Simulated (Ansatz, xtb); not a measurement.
FH2InS2: which of two conformers lies lower

We compare a, `[F][In]([SH])[SH]`, a singlet, with b, `[F][In]([SH])[SH]`, a singlet. Both are isolated molecules in the gas phase, relaxed with PBE0-D4/def2-SVP.

a (Å):

```yaml
atoms:
  - { symbol: F, position_ang: [-0.7774, -2.1306, 0.5042] }
  - { symbol: In, position_ang: [-0.2882, -0.2865, 0.0686] }
  - { symbol: S, position_ang: [2.0630, 0.1002, -0.0424] }
  - { symbol: S, position_ang: [-2.0830, 1.2414, -0.2746] }
  - { symbol: H, position_ang: [2.3222, -1.1924, 0.2625] }
  - { symbol: H, position_ang: [-1.2365, 2.2679, -0.5184] }
```

b (Å):

| atom | x (Å) | y (Å) | z (Å) |
| --- | --- | --- | --- |
| F | -0.4996 | -0.4073 | -3.7379 |
| In | -0.8859 | 0.5554 | -2.0828 |
| S | -2.0273 | -0.7049 | -0.4077 |
| S | -0.1495 | 2.8250 | -2.0226 |
| H | -2.0470 | 0.3367 | 0.4547 |
| H | -0.6235 | 3.0136 | -0.7702 |

Energies in hartree; the thermal terms are from PBE0-D4/def2-SVP harmonic frequencies (ideal gas, rigid rotor, one conformer each, 298.15 K, 1 atm) and include the zero-point energy:

|  | a | b |
| --- | --- | --- |
| E, CCSD(T)/def2-SVP | −1085.220552 | −1085.219598 |
| E, MP2/def2-SVP | −1085.168798 | −1085.167729 |
| E, MP2/def2-TZVPP | −1085.936960 | −1085.936089 |
| zero-point energy | 0.020158 | 0.020135 |
| H(298 K) − E | 0.028320 | 0.028327 |
| G(298 K) − E | −0.013461 | −0.012852 |

Correct the CCSD(T) difference for the basis set by the MP2 change, then work out ΔE, ΔE₀, ΔH and ΔG for a → b in kJ/mol (1 Eh = 2625.50 kJ/mol) and the equilibrium ratio [b]/[a].

1. Differences b − a: CCSD(T) +0.000954, MP2 in the small set +0.001069, MP2 in the large set +0.000871 Eh.
2. ΔE = +0.000954 + (+0.000871 − (+0.001069)) = +0.000756 Eh = +1.98 kJ/mol.
3. ΔE₀ = ΔE + ΔZPE = +0.000756 + (−0.000023) Eh = +1.92 kJ/mol.
4. ΔH = ΔE + (+0.000007) Eh = +2.00 kJ/mol.
5. ΔG = ΔE + (+0.000609) Eh = +3.58 kJ/mol, so ΔS = (ΔH − ΔG)/T = −5.3 J/(mol K).
6. kT = 0.9442 mEh, so K = [b]/[a] = exp(−ΔG/kT) = exp(−1.45) ≈ 0.24.

The two are too close for this level to say which is favoured. An error of 4 kJ/mol in ΔG would change K by a factor of 5. Mirror images and further conformers aren't counted.

Other levels gave ΔE = +3.1 (PBE0-D4/def2-SVP); +3.0 (HF/def2-SVP); +2.8 (MP2/def2-SVP); +2.5 (CCSD(T)/def2-SVP) kJ/mol. The correlated steps freeze 15 core orbitals; the filled d shell of In is correlated, in a basis made for valence electrons. Atoms past krypton carry core potentials in the def2 sets, without spin–orbit terms. Programs: Ansatz 0.2.0.
